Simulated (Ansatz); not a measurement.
NH2 (SMILES [NH2+]): geometry of the low-spin state from B3LYP-D3(BJ)/def2-TZVP.
(charge 1, multiplicity 1):
```json
[
 {"atom": "N", "x (Å)": "-0.0004", "y (Å)": "0.1372", "z (Å)": "0.0223"},
 {"atom": "H", "x (Å)": "-0.8494", "y (Å)": "-0.4824", "z (Å)": "-0.0781"},
 {"atom": "H", "x (Å)": "0.8519", "y (Å)": "-0.4780", "z (Å)": "-0.0781"}
]
```
The high-spin state stands at its own minimum; R- takes a restricted low-spin state.

Programs: Ansatz (Gaussian basis) for Hartree–Fock, density functionals and correlated methods. Each number belongs to the level named beside it.

The gap E(multiplicity 1) − E(multiplicity 3) (kcal/mol) and the share of exact exchange:

```tsv
functional	exact exchange (%)	value
R-PBE/def2-TZVPP	0	35.85
R-PBE0/def2-TZVPP	25	38.30
R-B3LYP/def2-TZVPP	20	32.50
R-BHLYP/def2-TZVPP	50	35.16
R-r2SCAN/def2-TZVPP	0	43.03
```

### Question
Take the value as linear in the share of exact exchange along PBE and PBE0. Give the slope, say whether the sign turns, and set the other functionals against that line.

### Answer

Slope: (38.30 − (35.85))/2.5 = 0.98 kcal/mol for each 10 %. The line keeps its sign from 0 to 100 %. At 50 % it gives 40.8 kcal/mol. From B3LYP to BHLYP the slope is (35.16 − (32.50))/3 = 0.89 for each 10 %. BHLYP, at 50 %, lies -5.6 from the PBE line. B3LYP, at 20 %, lies -5.3 from the PBE line. r2SCAN, with none, stands 7.2 from PBE.

Doubts at one or more of the structures used: a restricted determinant that unrestricted orbitals would lower (R-PBE/def2-TZVPP, R-PBE0/def2-TZVPP, R-B3LYP/def2-TZVPP, R-BHLYP/def2-TZVPP, R-r2SCAN/def2-TZVPP).

Ansatz is a program for electronic structure.
